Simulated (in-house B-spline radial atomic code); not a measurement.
**RPA and G0W0 on PBE: Be²⁺**

Configuration 1s2, mean-field start PBE. Computed with a B-spline radial code for spherical atoms: all electrons, scalar-relativistic (spin-free one-electron X2C), finite nucleus, each spin shell either full or empty, empty states to l = 9 with an (l + 1/2)⁻⁴ tail; G0W0 by contour deformation at full frequency.

Command:
```bash
python run_gw.py task.json out
```
Settings (radii: box in bohr, nucleus in fm):
```
Z                        4
electrons                2
configuration            1s2
hamiltonian              x2c
method                   pbe,pbe
lmax                     9
rms_radius               2.519
spin_polarised           False
box_radius               17.55
intervals                72
ion_configuration        1s1
```

Run time, properties included: 1.8 s on 1 thread of Arm Neoverse N1, with other jobs on the host.

Energies (hartree):

```json
{"term": "mean-field total", "value": "-13.62208"}
{"term": "Hartree-Fock functional on these orbitals", "value": "-13.61221"}
{"term": "direct second order", "value": "-0.095099"}
{"term": "second-order exchange", "value": "0.04755"}
{"term": "SOSEX correction", "value": "0.044382"}
```

Q: What is the RPA correlation energy, and what remains with SOSEX?

A: RPA gives -0.088763 hartree (-1.21 eV per electron); RPA + SOSEX gives -0.044381, and the second-order doubles -0.047549 hartree (no singles). SOSEX takes back 50 % of the RPA value, the self-correlation of each of the two electrons.

Quasi-particle levels (eV):

```tsv
level	occupied	mean field	Σx - vxc	Σc	QP weight	G0W0
1s	yes	-132.27	-22.11	?	?	?
2s	no	-20.893	3.15	-0.16	0.999	-17.904
```

G0W0 = mean field + (Σx - vxc) + Σc, with Σc (partial-wave tail included) taken at the quasi-particle energy.

Q: Where does G0W0 put 1s?

A: At -153.37 eV, with Σc = 1.01 eV and a quasi-particle weight of 0.975. The tabulated removal energy is 153.896 eV (NIST, tabulated theory).

Q: What does it cost to remove one electron (to 1s1) by differences of total energies, each species on its own start (correlation terms add to the Hartree-Fock functional)?

A: PBE 153.46 eV, Hartree-Fock functional 152.69 eV, + RPA 154.49 eV, + RPA + SOSEX 153.90 eV, + second order 153.98 eV. Tabulated: 153.896 eV (NIST, tabulated theory).
